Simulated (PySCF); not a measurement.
## Pd²⁸⁺: ionisation energy

Pd²⁸⁺ [Ar] (1S) → Pd²⁹⁺ [Ne] 3s2 3p5 (2P), as a difference of total energies. Computed with PySCF 2.14 in an even-tempered Gaussian basis (18 s from 3.9 bohr⁻², ratio 2.5; 12 p from 5 bohr⁻², ratio 2.5; 5 d from 24 bohr⁻², ratio 2.7; 4 f from 36 bohr⁻², ratio 2.7), with the spin-free X2C one-electron Hamiltonian (Gaussian nucleus). Correlated levels: outer shells: 1s2 frozen; virtual orbitals above 40 to 60 times the deepest correlated orbital energy dropped. The calculations carry no spin-orbit coupling.

```csv
method,ionisation energy (eV)
UHF,1656.4
MP2 (outer shells),1657.3
SCS-MP2 (outer shells),1657.2
CCSD (outer shells),1657.2
CCSD(T) (outer shells),1657.2
```

A first-order spin-orbit estimate (lowest level to lowest level, LS coupling) adds -11.570 eV.

Breit and QED terms and the two-electron picture change are absent.

For comparison: 1644 ± 5 eV (semi-empirical (NIST evaluation); NIST Atomic Spectra Database, ionization energies).
